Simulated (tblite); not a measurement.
C₈H₁₀P (charge -1).
Atom-mapped SMILES: `[CH3:1][P-:2][c:3]1[cH:4][cH:5][cH:6][cH:7][c:8]1[CH3:9]` (hydrogens: H10, H11, H12 on C1; H13 on C4; H14 on C5; H15 on C6; H16 on C7; H17, H18, H19 on C9)

The geometry is computed with GFN2-xTB (gas phase).

Entries marked ? are missing. Bonds in one row agree within 0.01 Å.

| coordinate | value |
| --- | --- |
| C1–P2 | 1.870 Å |
| P2–C3 | 1.767 Å |
| C3–C4 | ? |
| C4–C5 | 1.376 Å |
| C5–C6 | ? |
| C6–C7 | 1.392 Å |
| C7–C8 | ? |
| C8–C9 | 1.497 Å |
| C3–C8 | 1.423 Å |
| C1–H10, C1–H11, C1–H12 | 1.091 Å |
| C4–H13 | 1.081 Å |
| C5–H14 | 1.087 Å |
| C6–H15 | 1.084 Å |
| C7–H16 | 1.087 Å |
| C9–H17, C9–H18, C9–H19 | 1.092 Å |
| C1–P2–C3 | 101.7° |
| P2–C3–C4 | 125.4° |
| P2–C3–C8 | 117.9° |
| C4–C3–C8 | 116.6° |
| C3–C4–C5 | 121.8° |
| C4–C5–C6 | ? |
| C5–C6–C7 | 118.3° |
| C6–C7–C8 | ? |
| C7–C8–C9 | 120.7° |
| C3–C8–C7 | ? |
| C3–C8–C9 | 118.7° |

Task: Estimate the withheld lengths and angles.

Result: 
- C3–C4 = 1.410 Å, aromatic (substituted aromatic carbon to aromatic CH carbon); 0.05 Å below the sum of covalent radii, 1.46 Å.
- C5–C6 = 1.387 Å, aromatic (both ends aromatic CH carbon); 0.07 Å below the sum of covalent radii, 1.46 Å.
- C7–C8 = 1.375 Å, aromatic (aromatic CH carbon to substituted aromatic carbon); 0.08 Å below the sum of covalent radii, 1.46 Å.
- C4–C5–C6 = 120.9°, at the aromatic CH carbon, inside a 6-membered ring; the outer atoms are 2.404 Å apart.
- C6–C7–C8 = 121.7°, at the aromatic CH carbon, inside a 6-membered ring; the outer atoms are 2.417 Å apart.
- C3–C8–C7 = 120.6°, at the substituted aromatic carbon, inside a 6-membered ring; the outer atoms are 2.430 Å apart.

Radii are Cordero's, carbon taken as 0.76, 0.73 or 0.69 Å for four, three, and two or fewer neighbours.

Its GFN2-xTB frequencies are all real (lowest 80 cm⁻¹). Torsions: C1–P2–C3–C4 0°.

Time: 0.59 s of wall time. Hardware: one thread, Arm Neoverse N1 (aarch64), shared host. That covers the optimisation of the geometry.

One conformer stands for the species.
